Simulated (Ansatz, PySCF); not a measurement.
Species: sum formula H2BO3, net charge 0, doublet state. It need not be the lowest isomer of its formula. SMILES: OB([O])O
Coordinates optimised at B3LYP-D3(BJ)/def2-TZVP (Ansatz, a quantum-chemistry and plane-wave program):
```
B
O 1 1.3667
H 2 0.9606 1 116.04
O 1 1.3667 2 128.26 3 8.79
H 4 0.9606 1 116.04 2 8.79
O 1 1.3782 2 115.87 3 -171.21
```
Charge 0, spin multiplicity 2.

Wanted: atomisation energy (electronic, to ground-state atoms), in eV. Cores are frozen in the correlated levels unless marked. UHF or UKS for open shells. Spin-orbit coupling is left out. No relativistic terms. The coupled-cluster limit lacks core correlation, which all-electron functionals hold. Basis-set limits of correlation are two-point, X^-3; Hartree-Fock from the larger set. [CCSD(T)-MP2]/basis is that difference in the basis named.

| level | program | atomisation energy (eV) |
|---|---|---|
| HF/def2-TZVPD | PySCF | 18.60 |
| HF/aug-cc-pVQZ | Ansatz | 18.72 |
| HF-D3(BJ)/def2-TZVPD | PySCF + dftd3 | 19.25 |
| PBE-D4/def2-TZVPD | Ansatz + dftd4 | 26.91 |
| PBE0-D4/def2-TZVP | Ansatz + dftd4 | 26.05 |
| BHLYP-D3(BJ)/def2-TZVPD | Ansatz + dftd3 | 24.96 |
| TPSSh/def2-TZVPD | PySCF | 25.52 |
| r2SCANh-D4/def2-TZVPD | Ansatz + dftd4 | 26.10 |
| r2SCAN0/def2-TZVPD | Ansatz | 25.65 |
| HSE06-D3(BJ)/def2-TZVPD | Ansatz + dftd3 | 26.08 |
| wB97M-V/def2-TZVPD | Ansatz | 26.24 |
| SCS-MP2/STO-3G | Ansatz | 21.49 |
| CCSD(T)/6-31G | Ansatz | 20.69 |
| CCSD(T)/cc-pVTZ | Ansatz | 25.40 |
| RI-MP2/CBS(cc-pVTZ,cc-pVQZ)+[CCSD(T)-MP2]/cc-pVTZ | Ansatz | 26.17 |
